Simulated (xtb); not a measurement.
Al(F)(NHMe)(OH) (CH5AlFNO), SMILES C[NH][Al]([OH])[F]. All values are semi-empirical tight-binding results from xtb (GFN2-xTB unless named), good for trends rather than for accurate numbers. Geometry: GFN2-xTB. The structure was generated by enumeration; whether it is a known compound was not checked. The values are those of a single conformer.

For metal compounds this method's bond lengths and energies can be far off.

```yaml
point_group_as_xtb_finds_it: Cs
orbital_gap: 3.18 eV
zero_point_energy: 42.2 kcal/mol
G − E(el) at 298.15 K (modified RRHO): 22.2 kcal/mol
```
